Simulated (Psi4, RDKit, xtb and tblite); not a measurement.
Torsional profile of C4H10SSi, SMILES C=CC[SiH2]SC. Scanned: dihedral C1–C2–C3–Si4 and dihedral C2–C3–Si4–S5; all other coordinates were relaxed at GFN2-xTB. Points at φ and −φ are mirror images. Heavy atoms are numbered in the order of the SMILES C=CC[SiH2]SC, hydrogens after them in the order of the atoms that carry them; the mirror image has the same energies with the sign of each dihedral reversed.

Computed with: GFN2-xTB (xtb and tblite); MMFF94 // GFN2-xTB (RDKit); PBE/def2-SVP // GFN2-xTB (Psi4); PBE-D3(BJ)/def2-SVP // GFN2-xTB (Psi4); UFF // GFN2-xTB (RDKit).

Energies in kJ/mol at chosen points (x: dihedral C1–C2–C3–Si4 (°); y: dihedral C2–C3–Si4–S5 (°)), relative to x = 180, y = -60:

| method | (150, 120) | (90, 180) | (-30, -60) | (90, -150) | (120, -90) | (-60, -90) | (30, 0) |
|---|---|---|---|---|---|---|---|
| GFN2-xTB | -3.5 | -14.0 | -3.8 | -11.8 | -9.9 | -5.7 | 4.2 |
| MMFF94 | 2.4 | -2.9 | 11.1 | 0.7 | -5.3 | 8.9 | 35.1 |
| PBE/def2-SVP | -0.3 | -12.8 | -4.0 | -7.4 | -9.7 | -2.4 | 7.0 |
| PBE-D3(BJ)/def2-SVP | 0.4 | -12.6 | -5.6 | -7.3 | -9.7 | -3.0 | 5.2 |
| UFF | 14.4 | 1.9 | 15.7 | 6.2 | 7.0 | 5.0 | 44.4 |

MMFF94 has few fitted parameters for silicon.
